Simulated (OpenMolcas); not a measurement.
Cu3+ (d8) among equal point charges was computed by CASSCF with the d shell active (OpenMolcas, ANO-RCC-VDZP on the metal). Its lowest spin-free states, and all those of the highest spin:

| 2S+1 | Degeneracy | E (cm-1) |
| --- | --- | --- |
| 3 | 2 | 0.0 |
| 3 | 2 | 703.4 |
| 3 | 2 | 1562 |
| 3 | 1 | 1753 |
| 1 | 1 | 17629 |
| 1 | 2 | 18613 |
| 1 | 2 | 20101 |
| 3 | 1 | 20377 |
| 3 | 2 | 24772 |
| 1 | 2 | 25007 |
| 1 | 1 | 28475 |
| 1 | 1 | 28477 |

Q: Is the site octahedral, tetrahedral or cube-like, axial, or of lower symmetry?

A: The states with 2S+1 = 3 have orbital degeneracies 2, 2, 2, 1, 1, 2. There are pairs but no triples, so the site is axial: not cubic, but with a proper or improper axis of order three or more. The run had Cu3+ among 3 point charges of -1 e arranged as a planar triangle (D3h), 1.88 Å from the ion.

An orbital doublet at a regular site is open to a Jahn-Teller distortion, which this geometry leaves out. Without dynamic correlation the repulsion within the d shell is too large (B by tens of per cent), so at a given field states of lower spin stand too high. The ground term spreads over less than 5000 cm-1, several times less than with real ligands, so orbital moments are less quenched and χT lies further from the spin-only value than at real sites. Point charges carry no covalency, so the field is a model and not that of real ligands. An unlabelled pair can be two single states that coincide in this model. No measured value stands beside these numbers.
